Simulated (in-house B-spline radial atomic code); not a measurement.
**Binding energies in Gd**

NIST's tabulated ground configuration is [Xe] 4f7 5d1 6s2; each binding energy is the energy of the ion with one electron taken from that subshell, relaxed, less that of the parent. All numbers are computed (Dirac-Kohn-Sham PBE0, spherical fractional occupations; Fermi nucleus of rms radius 5.1569 fm) with a B-spline radial code for spherical atoms, not measured. Energies include first-order Breit, QED and recoil terms.

Caution: exact exchange at fractional occupations of open shells leaves self-interaction of up to several eV.

| subshell | X-ray name | binding energy (eV) | -ε (eV) | relaxation (eV) |
| --- | --- | --- | --- | --- |
| 1s | K | 50374.3 | 50168.9 | -396.6 |
| 2s | L1 | 8352.9 | 8311.8 | -65.6 |
| 2p1/2 | L2 | 7949.3 | 7887.9 | -84.9 |
| 2p3/2 | L3 | 7259.9 | 7191.5 | -84.0 |
| 3s | M1 | 1869.6 | 1857.1 | -17.2 |
| 3p1/2 | M2 | 1687.5 | 1673.2 | -18.5 |
| 3p3/2 | M3 | 1546.9 | 1529.7 | -19.9 |
| 3d3/2 | M4 | 1235.7 | 1213.2 | -23.9 |
| 3d5/2 | M5 | 1205.7 | 1182.0 | -24.5 |
| 4s | N1 | 387.5 | 381.3 | -7.1 |
| 4p1/2 | N2 | 315.4 | 309.2 | -7.0 |
| 4p3/2 | N3 | 284.7 | 277.1 | -8.0 |
| 4d3/2 | N4 | 165.6 | 158.0 | -7.7 |
| 4d5/2 | N5 | 160.2 | 152.2 | -8.0 |
| 5s | O1 | 57.82 | 53.42 | -4.54 |
| 5p1/2 | O2 | 36.97 | 32.84 | -4.22 |
| 5p3/2 | O3 | 32.84 | 28.37 | -4.51 |
| 4f | N6,7 | 16.29 | 8.96 | -7.20 |
| 6s | P1 | 6.93 | 4.76 | -2.19 |
| 5d | O4,5 | 5.15 | 1.85 | -3.29 |

Relaxation = -ε minus the binding energy without Breit, QED and recoil terms. With a density functional, K lines can miss by some tenths of a per cent, more in light atoms. For a density functional the relaxation so defined is negative, because -ε of a Kohn-Sham level is smaller than the binding energy.

Emission lines follow as differences of binding energies, with λ = 12398.42 eV·Å / E:

```csv
line,holes,energy (eV),wavelength (Å)
K-L3,1s → 2p3/2,43114.4,0.28757
K-L2,1s → 2p1/2,42425.0,0.29224
K-M3,1s → 3p3/2,48827.4,0.25392
L3-M5,2p3/2 → 3d5/2,6054.2,2.0479
L2-M4,2p1/2 → 3d3/2,6713.6,1.8468
L1-M3,2s → 3p3/2,6806.0,1.8217
L3-M1,2p3/2 → 3s,5390.3,2.3001
L2-N4,2p1/2 → 4d3/2,7783.7,1.5929
```

Q: What screening constant σ does Moseley's law, E = (3/4)·13.6057 eV·(Z - σ)², need for K-L3?

A: σ = -1.00.

Moseley's non-relativistic formula needs a falling, then negative, screening constant for heavy elements, because relativity binds the 1s electron more strongly than the formula allows.

Q: What does it cost to remove both a 4f and a 5d electron?

A: 31.087 eV, which is 9.641 eV more than the two single binding energies together.

Q: What does it cost to remove both a 4p1/2 and a 4f electron?

A: 350.64 eV, which is 18.91 eV more than the two single binding energies together.

Q: What does it cost to remove two 5p3/2 electrons?

A: 75.829 eV, which is 10.15 eV more than the two single binding energies together.
